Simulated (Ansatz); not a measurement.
Ansatz (a quantum-chemistry and plane-wave program) input (CCSD(T)/cc-pVDZ):

Ansatz 0.2 input:
```yaml
crystal:
  periodic: [false, false, false]
  atoms:
    - {symbol: C, position_ang: [3.04459528, 0.82455667, -0.01376764]}
    - {symbol: C, position_ang: [2.05851943, -0.27293221, 0.40590229]}
    - {symbol: C, position_ang: [0.65771417, 0.16583924, 0.39356162]}
    - {symbol: C, position_ang: [-0.48230289, -0.05366312, -0.21600432]}
    - {symbol: C, position_ang: [-0.62666428, -1.09253588, -1.31092727]}
    - {symbol: C, position_ang: [-1.73416619, 0.72086508, 0.14004568]}
    - {symbol: C, position_ang: [-2.82355322, -0.14154691, 0.78514198]}
    - {symbol: H, position_ang: [4.07076148, 0.45402858, 0.01636325]}
    - {symbol: H, position_ang: [2.97134747, 1.68493035, 0.65262526]}
    - {symbol: H, position_ang: [2.83194820, 1.16715588, -1.02738242]}
    - {symbol: H, position_ang: [2.32146234, -0.63377529, 1.40587093]}
    - {symbol: H, position_ang: [2.17157675, -1.14016572, -0.26342559]}
    - {symbol: H, position_ang: [-1.32389718, -1.88039221, -1.01558796]}
    - {symbol: H, position_ang: [0.32513941, -1.56119490, -1.55616664]}
    - {symbol: H, position_ang: [-1.02578681, -0.63133335, -2.21916761]}
    - {symbol: H, position_ang: [-1.46523480, 1.53383036, 0.81556266]}
    - {symbol: H, position_ang: [-2.13371707, 1.18143721, -0.77097371]}
    - {symbol: H, position_ang: [-3.16117115, -0.93516019, 0.11667423]}
    - {symbol: H, position_ang: [-3.69410261, 0.46500929, 1.04183649]}
    - {symbol: H, position_ang: [-2.45317981, -0.60786724, 1.70005695]}
basis:
  gaussian:
    orbitals: cc-pVDZ
magnetization: {spin_polarized: true, initial_magnetization: 1}
correlation: {method: ccsd_t, electrons: outside_noble_gas}
```

Output:

```
Functional definition: HF
integrals: 0.81 GiB planned
1477 factors; integrals over basis functions are off by at most 1.1e-3 eV
0.67 GiB of device memory are held for the factors and their scratch space
mean field: 0.99 GiB planned
mean field evaluation 1: about -7412.8937 eV, gradient 2.6e1 eV
mean field evaluation 2: about -7412.8964 eV, gradient 2.6e1 eV
mean field evaluation 4: about -7417.5314 eV, gradient 3.4e0 eV
mean field evaluation 8: about -7417.6873 eV, gradient 5.2e-1 eV
mean field evaluation 16: about -7417.0168 eV, gradient 8.8e0 eV
mean field evaluation 32: about -7414.8241 eV, gradient 1.2e-1 eV
mean field -7417.72999933 eV, -272.5965495572 hartree, gradient 3.0e-6 eV, S^2 0.907913; 1 other end points of the search recorded, 0 dependent functions left out
determinant -7417.72999933 eV, -272.5965495572 hartree, with singles and doubles -7446.23657133 eV, -273.6441467560 hartree
determinant -7414.82433938 eV, -272.4897685236 hartree, with singles and doubles -7443.13230024 eV, -273.5300668974 hartree
7 core orbitals not correlated
reference -7417.72999933 eV, -272.5965495572 hartree; 21, 20 occupied and 135, 136 virtual orbitals, 1477 factors
second order -25.82451941 eV of doubles, -0.00000000 eV of singles
coupled cluster: 6.01 GiB planned
cycle   1  -28.50678880 eV  change   -2.2e-4 eV  update   2.3e-3
cycle   2  -28.50735581 eV  change   -5.7e-4 eV  update   1.5e-3
cycle   3  -28.50680448 eV  change    5.5e-4 eV  update   8.1e-4
cycle   4  -28.50697133 eV  change   -1.7e-4 eV  update   3.6e-4
cycle   5  -28.50821549 eV  change   -1.2e-3 eV  update   1.2e-4
cycle   6  -28.50861658 eV  change   -4.0e-4 eV  update   4.1e-5
cycle   7  -28.50860220 eV  change    1.4e-5 eV  update   1.5e-5
coupled cluster: 6.01 GiB planned
perturbative correction -0.92459502 eV, -0.0339782401 hartree
Total energy: -7447.16319654 eV, -273.6781996042 hartree
```

It need not be the lowest isomer of its formula.

The determinant is spin-contaminated: <S^2> is 0.91 against 0.75 for a pure state.
